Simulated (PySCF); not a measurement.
From one molecule to another.

First species: isocyanogen, C2N2.
Geometry (GFN2-xTB, Å), atoms numbered from 1 in this order:
```
atom  x, y, z in Å
C1    -1.666   -0.637    0.627
N2    -0.587   -0.225    0.426
C3     0.605    0.232    0.205
N4     1.658    0.635    0.009
```

Second species: C3H9NSi.
Z-matrix (Å and degrees, GFN2-xTB geometry), rows numbered from 1:
```
C 
N   1  1.2463
Si  2  1.7235  1  134.96
C   3  1.9034  2  104.89  1   120.34
C   4  1.5236  3  112.86  2    61.46
H   1  1.0946  2  124.96  3     0.52
H   1  1.0882  2  119.45  3  -179.73
H   3  1.4629  2  102.52  1  -122.51
H   3  1.4715  2  117.42  1    -1.04
H   4  1.0911  3  108.92  2  -177.16
H   4  1.0917  3  110.20  2   -60.79
H   5  1.0870  4  110.56  3   -57.63
H   5  1.0877  4  110.46  3    62.10
H   5  1.0896  4  110.95  3  -177.91
```

Levels: wB97X-D/def2-SVPD for dipole moment, HOMO energy, LUMO energy, HOMO–LUMO gap, static isotropic polarisability and electronic spatial extent ⟨r²⟩ about the centre of nuclear charge; TDDFT wB97X-D/def2-SVPD for lowest singlet excitation; TDA wB97X-D/def2-SVPD for lowest triplet excitation (Tamm–Dancoff); GFN2-xTB for smallest rotational constant. Geometries: GFN2-xTB. Each species is one conformer at its optimised geometry, gas phase, non-relativistic unless stated; the electronic structure was computed with PySCF and density fitting.

Dipoles, sizes and rotational constants follow the conformer. The torsions of the flexible species, by atom-mapped SMILES:
- `[CH2:1]=[N:2][SiH2:3][CH2:4][CH3:5]`: C1–N2–Si3–C4 120°, N2–Si3–C4–C5 61°

Values for the first species:

| Item | Value |
| --- | --- |
| Dipole moment | 0.88 D |
| HOMO energy | -12.32 eV |
| LUMO energy | -0.38 eV |
| HOMO–LUMO gap | 11.94 eV |
| Lowest singlet excitation | 6.18 eV |
| Lowest triplet excitation (Tamm–Dancoff) | 5.14 eV |
| Static isotropic polarisability | 33.6 au |
| Electronic spatial extent ⟨r²⟩ about the centre of nuclear charge | 225 bohr² |
| Smallest rotational constant | 5.286 GHz |

(1) Estimate the same properties for the second species, and the change in each.

## Answers

(1) 
```
                                                         property      first     second  second less first
                                                    dipole moment     0.88 D     1.23 D            +0.35 D
                                                      HOMO energy  -12.32 eV   -8.80 eV           +3.52 eV
                                                      LUMO energy   -0.38 eV    1.06 eV           +1.44 eV
                                                    HOMO–LUMO gap   11.94 eV    9.86 eV           -2.08 eV
                                        lowest singlet excitation    6.18 eV    4.04 eV           -2.14 eV
                         lowest triplet excitation (Tamm–Dancoff)    5.14 eV    3.48 eV           -1.66 eV
                                  static isotropic polarisability    33.6 au    71.8 au           +38.2 au
electronic spatial extent ⟨r²⟩ about the centre of nuclear charge  225 bohr²  692 bohr²         +467 bohr²
                                     smallest rotational constant  5.286 GHz  1.939 GHz         -3.347 GHz
```

On the first: The dipole matches unit charges of opposite sign 0.18 Å apart (1 e·Å = 4.8032 D). Point group C∞v permits a dipole; with 0.88 D the species has a pure rotational spectrum.

On the second: The polarisability is 10.64 Å³ as a volume (1 au = 0.148185 Å³), or 1.50 au for each of the 48 electrons. No computed singlet falls in the visible range (750 to 380 nm, 1.65 to 3.26 eV); S1 lies 0.78 eV above its blue end.
